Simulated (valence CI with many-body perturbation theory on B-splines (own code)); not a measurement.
## Hyperfine factors and g values of Tb⁵¹⁺

Computed by relativistic CI+MBPT: four valence electrons over a frozen Dirac-Fock core [Ne], radial functions for each j: 11 s, 11 p, 9 d, 7 f, 5 g, 2 h, 1 i, with the one-electron correlation potential Σ1, the two-electron term Σ2, the three-electron term Σ3, Breit, model QED; selected CI, second order for the rest (own B-spline code, finite nucleus).

The last digits are not significant, and no measured levels were compared; by estimate large intervals hold to a few tenths of a per cent, small ones and those within an open d or f shell to about a per cent.

A/g_I is the dipole constant over the nuclear g factor μ/I (μ in nuclear magnetons, uniformly magnetised nucleus), B/Q the quadrupole constant per barn. Both hold the static response of the core; the bare values leave it out. Large factors of s and p1/2 electrons are usually good to 5 to 10 %; those of open d and f shells near neutrality can be off by tens of per cent, and small factors of p3/2, d and f electrons come from cancelling terms and can be off by a factor of two or in sign, in half-filled shells by more. B is blank for J = 1/2, where it vanishes, and for nearly pure S terms. Energies count from the lowest level. Levels with J = 0 are left out.

Levels are named by their leading jj configuration (3d3/2^4 stands for four electrons in 3d with j = 3/2), which in mixed levels can hold well under half, so a name can repeat and another be missing. Letters in brackets count levels of one name in rising energy.

```csv
Level,E (Ry),g,A/g_I (MHz),A/g_I bare,B/Q (MHz/b),B/Q bare
(3s^2 3p1/2 3p3/2) J=1,13.559,1.492,-85200,-80500,133000,131000
(3s^2 3p1/2 3p3/2) J=2,14.152,1.171,358000,353000,238000,234000
(3s 3p1/2^2 3p3/2) J=2,23.616,1.551,860000,845000,239000,236000
(3s 3p1/2^2 3p3/2) J=1,25.412,1.027,-545000,-529000,154000,152000
(3s^2 3p1/2 3d3/2) J=2,27.292,0.756,310000,306000,51800,53300
(3s^2 3p3/2^2) J=2,28.147,1.309,140000,140000,28700,28300
(3s^2 3p1/2 3d3/2) J=1,29.901,0.878,-237000,-228000,37500,37900
(3s^2 3p1/2 3d5/2) J=2,31.635,1.305,-78500,-73900,26400,27900
(3s^2 3p1/2 3d5/2) J=3,31.704,1.115,204000,202000,30800,32900
(3s 3p1/2 3p3/2^2) J=2 [a],36.877,1.502,552000,543000,89900,88600
(3s 3p1/2^2 3d3/2) J=1,37.586,0.417,-684000,-666000,21100,21800
(3s 3p1/2 3p3/2^2) J=3,37.914,1.308,741000,727000,22900,22700
(3s 3p1/2^2 3d3/2) J=2,38.017,1.149,793000,778000,41000,42400
(3s 3p1/2 3p3/2^2) J=1 [a],39.519,1.269,710000,696000,-197000,-194000
(3s 3p1/2 3p3/2^2) J=2 [b],39.618,1.085,88100,89300,-22500,-22100
(3s 3p1/2 3p3/2^2) J=1 [b],40.278,1.358,425000,420000,127000,125000
(3s 3p1/2^2 3d5/2) J=3,41.667,1.358,537000,528000,38400,40400
(3s 3p1/2^2 3d5/2) J=2,42.534,1.021,-438000,-425000,16600,18600
(3s^2 3p3/2 3d3/2) J=3,43.200,1.102,126000,127000,268000,266000
(3s^2 3p3/2 3d3/2) J=2,43.318,1.061,38500,40900,-25400,-25000
(3s^2 3p3/2 3d3/2) J=1,43.383,1.127,155000,155000,-126000,-124000
(3s^2 3p3/2 3d5/2) J=4,44.906,1.241,69800,70900,326000,324000
(3s^2 3p3/2 3d5/2) J=2,45.387,1.252,73700,75000,-174000,-171000
(3s^2 3p3/2 3d5/2) J=3,47.056,1.186,82600,83200,17300,18900
(3s^2 3p3/2 3d5/2) J=1,47.618,1.080,-19900,-16800,41900,42000
(3s 3p1/2 3p3/2 3d3/2) J=2 [a],49.320,1.190,210000,209000,17800,17700
(3s 3p1/2 3p3/2 3d3/2) J=1 [a],50.051,1.162,355000,350000,-124000,-123000
(3s 3p1/2 3p3/2 3d3/2) J=3 [a],50.364,1.147,492000,484000,54900,54800
(3s 3p1/2 3p3/2 3d3/2) J=2 [b],50.463,1.169,273000,271000,-44600,-44200
(3s 3p1/2 3p3/2 3d3/2) J=4,51.367,1.184,581000,571000,202000,201000
(3s 3p1/2 3p3/2 3d3/2) J=2 [c],52.261,0.903,310000,306000,-82300,-80600
(3s 3p1/2 3p3/2 3d3/2) J=3 [b],52.590,1.339,525000,517000,213000,210000
(3s 3p1/2 3p3/2 3d3/2) J=1 [b],52.928,1.781,1240000,1210000,77000,76200
(3s 3p1/2 3p3/2 3d3/2) J=2 [d],52.952,1.431,643000,633000,49800,47800
```

Q: Take the isotope of mass number 159, with I = 3/2, μ = 2.009 μN and Q = 1.432 b. What is the hyperfine structure of (3s^2 3p1/2 3d3/2) J=1?

A: From the table A = -318000 MHz, B = 53700 MHz. Shifts from the centre of gravity in MHz: F = 1/2: 862000, F = 3/2: 264000, F = 5/2: -464000.
